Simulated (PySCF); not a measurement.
SbCl3, SMILES [Cl][Sb]([Cl])[Cl].

The structure is a stationary point at B3LYP-D3(BJ)/def2-SVP. The isomer is the one that the SMILES or the coordinates give; other isomers of the formula were not compared. The def2 effective core potentials stand for the cores of Sb; spin–orbit coupling is left out.

The numbers are results of TDDFT-B3LYP/def2-SVPD in PySCF, not measurements.

Vertical excitations; the highest root listed may be one member of a degenerate set.  State labels are in the subgroup Cs.

```
state  symmetry  energy (eV)  λ (nm)      f                                                                 main pairs
-----  --------  -----------  ------  -----  -------------------------------------------------------------------------
S1           A'         5.16     240  0.046                                                           HOMO→LUMO+2 98 %
S2           A"         5.23     237  0.018                                  HOMO→LUMO, HOMO−2→LUMO+2 (degenerate set)
S3           A'         5.23     237  0.018                                HOMO→LUMO+1, HOMO−3→LUMO+2 (degenerate set)
S4           A"         5.36     231  0.000                                                         HOMO−1→LUMO+2 97 %
S5           A"         5.42     229  0.003                              HOMO−1→LUMO+1, HOMO−2→LUMO+2 (degenerate set)
S6           A'         5.42     229  0.003                                HOMO−1→LUMO, HOMO−3→LUMO+2 (degenerate set)
S7           A'         5.54     224  0.008                                       HOMO−2→LUMO 49 %, HOMO−3→LUMO+1 49 %
S8           A"         5.55     223  0.000                                       HOMO−2→LUMO+1 49 %, HOMO−3→LUMO 49 %
S9           A"         5.56     223  0.001  HOMO−3→LUMO, HOMO−2→LUMO+1, HOMO−2→LUMO+2, HOMO−1→LUMO+1 (degenerate set)
S10          A'         5.56     223  0.001    HOMO−3→LUMO+1, HOMO−2→LUMO, HOMO−3→LUMO+2, HOMO−1→LUMO (degenerate set)
T1           A"         4.42     281      0                                                 HOMO→LUMO (degenerate set)
T2           A'         4.42     281      0                                               HOMO→LUMO+1 (degenerate set)
T3           A'         4.53     274      0                                                           HOMO→LUMO+2 97 %
T4           A"         4.99     249      0                                                         HOMO−1→LUMO+2 75 %
```
Triplets are in the Tamm–Dancoff approximation, which puts them higher than full response would, so one can lie above its singlet here.
